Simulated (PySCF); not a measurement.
**Titanium: a sound run and one with changed settings**

Sound run: Ti [Ar] 3d2 4s2, Ti⁺ [Ar] 3d2 4s1. All numbers are calculated (PySCF 2.14, no relativity, point nucleus, in def2-SVP (5s3p2d1f, 31 functions)). In the sound run the correlated levels freeze [Ar]. The sound run starts from symmetry-adapted Hartree-Fock orbitals and uses a fine grid where one is needed.

Changed run: basis STO-3G. This setting is unsound on purpose.

| species | method | sound run (hartree) | changed run (hartree) | converged |
| --- | --- | --- | --- | --- |
| Ti | UHF | -848.28729 | -839.56346 | yes |
| Ti | r2SCAN | -849.18894 | -840.39989 | yes |
| Ti | PBE0 | -849.03273 | -840.24248 | yes |
| Ti | MP2 | -848.31511 | -839.59115 | yes |
| Ti⁺ | UHF | -848.08412 | -839.44286 | yes |
| Ti⁺ | r2SCAN | -848.95506 | -840.23423 | yes |
| Ti⁺ | PBE0 | -848.79198 | -840.06559 | yes |
| Ti⁺ | MP2 | -848.08971 | -839.44286 | yes |

Ionisation energy of Ti:

```json
{"method": "UHF", "sound run (eV)": "5.529", "changed run (eV)": "3.282"}
{"method": "r2SCAN", "sound run (eV)": "6.364", "changed run (eV)": "4.508"}
{"method": "PBE0", "sound run (eV)": "6.551", "changed run (eV)": "4.813"}
{"method": "MP2", "sound run (eV)": "6.134", "changed run (eV)": "4.035"}
{"method": "SCS-MP2", "sound run (eV)": "6.252", "changed run (eV)": "4.186"}
```

A minimal basis cannot let orbitals breathe on ionisation and holds almost no correlation.

For comparison, NIST gives 6.828 eV between the lowest levels.
